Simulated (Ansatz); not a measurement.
`C[SiH](O)O[SiH](O)O` + `NC[SiH2]N` → `CN[SiH2]CN` + `O[SiH2]O[SiH](O)O`  (substitution at a C–Si bond)

Gas-phase electronic energies from Ansatz, PBE0-D4/def2-TZVP geometries. CBS: MP2 limit from def2 TZ/QZ plus the TZ coupled-cluster correction, frozen cores. Functionals use def2-TZVPP. B3LYP here is the variant with VWN-RPA as its local correlation; programs differ in this. One conformer a species, not always the lowest.

```json
{"level": "PBE-D4", "ΔE (kJ/mol)": "97.1"}
{"level": "r2SCAN-D4", "ΔE (kJ/mol)": "103.5"}
{"level": "PBE0-D4", "ΔE (kJ/mol)": "98.5"}
{"level": "B3LYP", "ΔE (kJ/mol)": "95.5"}
{"level": "CCSD(T)/def2-TZVPP", "ΔE (kJ/mol)": "97.1"}
{"level": "SCS-MP2/def2-QZVPP", "ΔE (kJ/mol)": "95.6"}
{"level": "HF/CBS(def2)", "ΔE (kJ/mol)": "91.4"}
{"level": "MP2/CBS(def2)", "ΔE (kJ/mol)": "101.5"}
```

(1) What does CCSD(T)/CBS give? (Best estimate.)

Largest T1 diagnostic among the species: 0.012.

Results:

(1) The calculation gave: +98.5 kJ/mol. The listed levels differ from it by -1.4, 5.0, 0.0, -3.0, -1.4, -2.9, -7.1, 3.0 kJ/mol.

In def2-TZVPP, CCSD(T) changes the Hartree–Fock value by +5.3 kJ/mol (the triples alone add +0.2 kJ/mol) and MP2 by +8.3 kJ/mol.
